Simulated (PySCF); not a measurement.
C₈H₄F₂S₂, SMILES Fc1csc(-c2sccc2F)c1. Atoms are numbered in the order given.

```xyz
16

F      1.2905    -3.8170     0.0000
C      0.4686    -2.7656     0.0000
C     -0.8969    -2.8786     0.0000
S     -1.6287    -1.3099     0.0000
C     -0.0714    -0.5089     0.0000
C      0.0278     0.9351     0.0000
S     -1.3709     1.9871     0.0000
C     -0.3873     3.4106     0.0000
C      0.9516     3.1151     0.0000
C      1.1716     1.7122     0.0000
F      2.4028     1.1902     0.0000
C      0.9582    -1.4321     0.0000
H     -1.4932    -3.7876     0.0000
H     -0.8579     4.3918     0.0000
H      1.7575     3.8484     0.0000
H      2.0142    -1.1726     0.0000
```

Geometry: B3LYP-D3(BJ)/def2-SVP. The values are those of a single conformer.

Level of theory: PBE0/def2-SVP (PySCF).

Symmetry labels are those of the subgroup Cs that the program uses (full group Cs).

Question: List the valence orbital energies around the gap with their symmetry. (Estimate from the structure and the level; the computed values follow.)

Answer: 
```json
[
 {"orbital": "HOMO−7", "symmetry": "A'", "energy (eV)": "-10.61"},
 {"orbital": "HOMO−6", "symmetry": "A\"", "energy (eV)": "-10.61"},
 {"orbital": "HOMO−5", "symmetry": "A'", "energy (eV)": "-10.53"},
 {"orbital": "HOMO−4", "symmetry": "A'", "energy (eV)": "-9.86"},
 {"orbital": "HOMO−3", "symmetry": "A\"", "energy (eV)": "-8.32"},
 {"orbital": "HOMO−2", "symmetry": "A\"", "energy (eV)": "-7.61"},
 {"orbital": "HOMO−1", "symmetry": "A\"", "energy (eV)": "-7.28"},
 {"orbital": "HOMO", "symmetry": "A\"", "energy (eV)": "-6.19"},
 {"orbital": "LUMO", "symmetry": "A\"", "energy (eV)": "-1.64"},
 {"orbital": "LUMO+1", "symmetry": "A'", "energy (eV)": "0.00"},
 {"orbital": "LUMO+2", "symmetry": "A\"", "energy (eV)": "0.22"},
 {"orbital": "LUMO+3", "symmetry": "A\"", "energy (eV)": "1.39"}
]
```
